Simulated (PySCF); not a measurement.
Record of a relaxation.

Species: C6H3FO2.
Bonds: O1–C2 (double), C2–C3, C3–C4 (double), C4–C5, C5–O6 (double), C5–C7, C7–F8, C7–C9 (double), C2–C9. Hydrogens: H10 on C3; H11 on C4; H12 on C9.

Method: HF/def2-SVP geometry optimisation, gas phase in PySCF 2.14.0; density fitting; the optimiser is geomeTRIC in internal coordinates, started from a GFN2-xTB structure. 11 of its 12 geometries are shown. The frame can shift and turn from step to step; on so coarse a grid that alone can change the energy by a few meV, and forces under 0.02 eV/Å are noise.

Step 0: E = -12998.9280 eV, largest atomic force 2.498 eV/Å
```
atom  x, y, z in Å  |  force x, y, z in eV/Å
O1     -1.536    2.198    0.015    1.321  -1.944  -0.010
C2     -0.843    1.203    0.008   -1.164   1.696   0.007
C3     -1.421   -0.158    0.042   -0.232  -0.620   0.013
C4     -0.670   -1.261    0.031   -0.613   0.108   0.018
C5      0.804   -1.220   -0.012    1.373  -1.694  -0.015
O6      1.496   -2.211   -0.021   -1.364   2.092   0.013
C7      1.370    0.158   -0.043    1.255   1.050  -0.050
F8      2.701    0.228   -0.081   -1.451  -0.178   0.040
C9      0.626    1.269   -0.035    0.864  -0.422  -0.014
H10    -2.501   -0.204    0.076   -0.030  -0.056  -0.002
H11    -1.104   -2.251    0.055   -0.048   0.002   0.003
H12     1.079    2.249   -0.059    0.088  -0.034  -0.003
```

Step 1: E = -12998.8564 eV, largest atomic force 1.863 eV/Å
```
atom  x, y, z in Å  |  force x, y, z in eV/Å
O1     -1.135    1.827    1.500   -0.474   0.806  -0.008
C2     -0.655    1.057    0.744    0.768  -1.179   0.841
C3     -1.369   -0.218    0.411   -0.062   0.264  -0.291
C4     -0.759   -1.217   -0.208    0.254  -0.137   0.377
C5      0.637   -1.076   -0.710   -1.202   1.209  -0.751
O6      1.053   -1.787   -1.551    0.772  -0.767   0.007
C7      1.338    0.213   -0.371   -0.122  -0.605  -0.133
F8      2.525    0.291   -0.890    0.403   0.159   0.186
C9      0.757    1.198    0.286   -0.328   0.251  -0.276
H10    -2.403   -0.272    0.722   -0.014  -0.005   0.060
H11    -1.245   -2.155   -0.434   -0.025  -0.009  -0.008
H12     1.256    2.136    0.479    0.030   0.014  -0.003
```

Step 2: E = -12998.9750 eV, largest atomic force 1.135 eV/Å
```
atom  x, y, z in Å  |  force x, y, z in eV/Å
O1     -1.118    1.876    1.494   -0.235  -0.222  -0.203
C2     -0.654    1.040    0.788    0.445  -0.002   0.006
C3     -1.380   -0.215    0.425    0.020   0.246   0.144
C4     -0.768   -1.200   -0.219   -0.003  -0.526  -0.321
C5      0.606   -1.066   -0.783    0.776   0.811  -0.166
O6      1.126   -1.812   -1.542   -0.558  -0.398   0.305
C7      1.327    0.200   -0.406   -0.391   0.181   0.309
F8      2.551    0.319   -0.834   -0.073  -0.234  -0.125
C9      0.733    1.171    0.266    0.028   0.277  -0.059
H10    -2.408   -0.278    0.753    0.034  -0.132   0.091
H11    -1.255   -2.143   -0.426   -0.098   0.029  -0.086
H12     1.240    2.105    0.461    0.054  -0.031   0.103
```

Step 3: E = -12998.9767 eV, largest atomic force 1.220 eV/Å
```
atom  x, y, z in Å  |  force x, y, z in eV/Å
O1     -1.172    1.837    1.468    0.370   0.056   0.013
C2     -0.620    1.027    0.794   -0.629   0.345  -0.256
C3     -1.349   -0.223    0.422   -0.147  -0.416   0.143
C4     -0.777   -1.214   -0.247    0.124   0.840   0.077
C5      0.589   -1.017   -0.799   -0.268  -1.165   0.243
O6      1.069   -1.857   -1.485    0.495   0.484  -0.112
C7      1.320    0.234   -0.408    0.167  -0.008  -0.197
F8      2.552    0.283   -0.831   -0.092   0.084  -0.090
C9      0.755    1.224    0.266   -0.156  -0.287   0.064
H10    -2.368   -0.292    0.782    0.050   0.064   0.126
H11    -1.265   -2.155   -0.466    0.051   0.101  -0.107
H12     1.266    2.152    0.480    0.036  -0.097   0.095
```

Step 4: E = -12999.0297 eV, largest atomic force 0.377 eV/Å
```
atom  x, y, z in Å  |  force x, y, z in eV/Å
O1     -1.155    1.861    1.471    0.062   0.016   0.039
C2     -0.637    1.034    0.794   -0.229   0.184  -0.236
C3     -1.365   -0.220    0.431    0.179  -0.112   0.099
C4     -0.770   -1.195   -0.243   -0.147  -0.012  -0.174
C5      0.600   -1.036   -0.799   -0.004  -0.174   0.323
O6      1.116   -1.845   -1.494   -0.076   0.098   0.046
C7      1.313    0.222   -0.409    0.123  -0.063  -0.191
F8      2.540    0.272   -0.843    0.013   0.223  -0.003
C9      0.740    1.206    0.264    0.052  -0.119   0.029
H10    -2.381   -0.298    0.793    0.039  -0.016   0.058
H11    -1.259   -2.132   -0.468   -0.040   0.020  -0.067
H12     1.256    2.131    0.481    0.027  -0.044   0.078
```

Step 6: E = -12999.0465 eV, largest atomic force 0.145 eV/Å
```
atom  x, y, z in Å  |  force x, y, z in eV/Å
O1     -1.158    1.868    1.457    0.033   0.084  -0.062
C2     -0.643    1.040    0.778   -0.046  -0.062   0.122
C3     -1.363   -0.224    0.440    0.090  -0.040   0.003
C4     -0.777   -1.191   -0.252   -0.044  -0.011  -0.067
C5      0.606   -1.047   -0.782    0.033   0.032  -0.074
O6      1.121   -1.861   -1.470    0.004  -0.031   0.064
C7      1.318    0.222   -0.417   -0.061   0.082  -0.033
F8      2.540    0.309   -0.861   -0.028  -0.050  -0.006
C9      0.742    1.198    0.264    0.007  -0.009   0.070
H10    -2.372   -0.309    0.820    0.004   0.011  -0.013
H11    -1.277   -2.119   -0.498    0.012  -0.008   0.004
H12     1.265    2.113    0.500   -0.005   0.003  -0.008
```

Step 7: E = -12999.0462 eV, largest atomic force 0.248 eV/Å
```
atom  x, y, z in Å  |  force x, y, z in eV/Å
O1     -1.155    1.885    1.451   -0.108  -0.130  -0.028
C2     -0.644    1.041    0.790    0.171   0.081  -0.096
C3     -1.353   -0.227    0.441   -0.198  -0.013   0.148
C4     -0.778   -1.194   -0.261    0.066   0.110  -0.019
C5      0.606   -1.046   -0.784   -0.134  -0.065   0.018
O6      1.131   -1.866   -1.457    0.025   0.029   0.045
C7      1.307    0.227   -0.418    0.079  -0.069  -0.127
F8      2.525    0.296   -0.876    0.045   0.144   0.042
C9      0.740    1.201    0.274    0.091  -0.089   0.006
H10    -2.364   -0.312    0.817   -0.018  -0.009   0.007
H11    -1.278   -2.121   -0.509   -0.018   0.019   0.006
H12     1.264    2.116    0.509    0.001  -0.007  -0.001
```

Step 8: E = -12999.0505 eV, largest atomic force 0.072 eV/Å
```
atom  x, y, z in Å  |  force x, y, z in eV/Å
O1     -1.158    1.878    1.449   -0.026  -0.010  -0.001
C2     -0.642    1.038    0.788    0.011   0.030  -0.055
C3     -1.359   -0.227    0.444   -0.005  -0.018   0.060
C4     -0.779   -1.190   -0.260   -0.013   0.022  -0.028
C5      0.605   -1.046   -0.784   -0.029   0.000   0.011
O6      1.128   -1.868   -1.456    0.020  -0.012   0.024
C7      1.312    0.226   -0.422    0.011  -0.003  -0.062
F8      2.531    0.308   -0.874    0.006   0.029  -0.001
C9      0.742    1.196    0.272    0.031  -0.037   0.053
H10    -2.369   -0.311    0.821    0.001  -0.004   0.003
H11    -1.279   -2.117   -0.507   -0.007   0.004  -0.006
H12     1.266    2.112    0.507    0.000  -0.001   0.003
```

Step 9: E = -12999.0522 eV, largest atomic force 0.040 eV/Å
```
atom  x, y, z in Å  |  force x, y, z in eV/Å
O1     -1.163    1.881    1.440    0.001   0.007  -0.007
C2     -0.641    1.038    0.787   -0.009   0.001  -0.002
C3     -1.358   -0.229    0.449    0.014  -0.007   0.009
C4     -0.782   -1.187   -0.265   -0.013   0.000  -0.022
C5      0.605   -1.046   -0.784    0.000  -0.001   0.019
O6      1.135   -1.876   -1.441    0.002  -0.007   0.005
C7      1.311    0.228   -0.428   -0.006   0.016  -0.036
F8      2.527    0.316   -0.885   -0.001   0.004   0.002
C9      0.745    1.193    0.277    0.015  -0.014   0.034
H10    -2.367   -0.314    0.829    0.000  -0.001   0.000
H11    -1.283   -2.111   -0.517   -0.001   0.000   0.000
H12     1.271    2.106    0.516   -0.001   0.003  -0.003
```

Step 10: E = -12999.0527 eV, largest atomic force 0.023 eV/Å
```
atom  x, y, z in Å  |  force x, y, z in eV/Å
O1     -1.166    1.885    1.434    0.002  -0.001   0.009
C2     -0.640    1.037    0.789   -0.012   0.010  -0.018
C3     -1.357   -0.231    0.451    0.012   0.003   0.002
C4     -0.784   -1.184   -0.270   -0.003  -0.009   0.004
C5      0.606   -1.047   -0.783   -0.003   0.006  -0.004
O6      1.140   -1.883   -1.429    0.002  -0.001   0.002
C7      1.309    0.231   -0.434    0.004  -0.002   0.004
F8      2.523    0.322   -0.896    0.000  -0.001  -0.005
C9      0.748    1.190    0.283    0.001  -0.007   0.009
H10    -2.365   -0.316    0.832    0.001   0.000  -0.001
H11    -1.286   -2.108   -0.524   -0.001   0.000  -0.002
H12     1.274    2.103    0.523   -0.002   0.001  -0.001
```

Step 11: E = -12999.0527 eV, largest atomic force under 0.02 eV/Å
```
atom  x, y, z in Å  |  force x, y, z in eV/Å
O1     -1.166    1.885    1.434    0.001   0.001  -0.003
C2     -0.641    1.037    0.788    0.004  -0.005   0.007
C3     -1.356   -0.230    0.451   -0.005   0.000  -0.003
C4     -0.784   -1.185   -0.270    0.004   0.002  -0.002
C5      0.606   -1.047   -0.783    0.003  -0.002   0.004
O6      1.140   -1.883   -1.428   -0.002   0.000  -0.002
C7      1.309    0.231   -0.434   -0.002   0.002  -0.002
F8      2.523    0.322   -0.897   -0.001  -0.001   0.002
C9      0.748    1.190    0.284    0.000   0.002  -0.001
H10    -2.365   -0.316    0.832    0.000   0.000   0.000
H11    -1.287   -2.108   -0.524    0.000   0.000   0.001
H12     1.274    2.103    0.524    0.000   0.001  -0.001
```

Question: Summarise the path.

Answer: The energy falls by 2.88 kcal/mol from step 0 to step 11; nine tenths of that is first reached at step 6. It rises by more than 0.2 meV at steps 1, 5 and 7. The largest force goes from 2.498 to under 0.02 eV/Å. Among the bonds C7–F8 changes most, from 1.334 to 1.303 Å; the atoms move by 0.027 Å rms after alignment.

What follows is the cost of the whole optimisation. Time: 45 s wall; peak memory 0.54 GiB. Hardware: Arm Neoverse V1, one thread, no GPU, shared host with 32 logical CPUs at a one-minute load of 19.
